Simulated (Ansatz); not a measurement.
`CS[CH2][ZnH]` + CH₃OH → `C[O][ZnH]` + `CSC`  (ligand exchange at a Zn–C bond)

Gas-phase electronic energies from Ansatz, PBE0-D4/def2-TZVP geometries. CCSD(T)/CBS adds triple-zeta CCSD(T) − MP2 to the extrapolated MP2 energy (def2 sets, frozen cores). This one scheme is used for every species. DFT in def2-TZVPP. For Zn outer-core shells are correlated without core-valence functions, which leaves a few kJ/mol of doubt a bond. Scalar relativity is left out up to krypton. Each species was taken in one conformer, which may not be the lowest.

(1) Is it downhill or uphill in electronic energy at CCSD(T)/CBS, and by how much? (An estimate is asked.)

(2) What do these levels give: revPBE-D4, BLYP-D4, CAM-B3LYP-D4, RPA@PBE/def2-TZVPP, MP2/CBS(def2), CCSD/CBS(def2)? (Best estimate.)

Largest T1 diagnostic among the species: 0.017.

Results:

(1) Ansatz gave: Downhill: ΔE = -14.0 kcal/mol.

(2) Computed: revPBE-D4 -12.8, BLYP-D4 -15.0, CAM-B3LYP-D4 -15.9, RPA@PBE/def2-TZVPP -14.2, MP2/CBS(def2) -13.8, CCSD/CBS(def2) -14.7 kcal/mol.

The D4 term adds +1.1 kcal/mol with B3LYP and +0.6 kcal/mol with PBE0; it sums over pairs of atoms, weighted by their polarisabilities, and B3LYP, whose exchange is more repulsive, gets the larger term. At CCSD(T), def2-SVP lies −2.1 kcal/mol from the extrapolated value and def2-TZVPP −0.1 kcal/mol. In def2-TZVPP, CCSD(T) changes the Hartree–Fock value by +4.0 kcal/mol (the triples alone add +0.6 kcal/mol) and MP2 by +4.2 kcal/mol.

B3LYP here is the variant with VWN-RPA as its local correlation; programs differ in this.
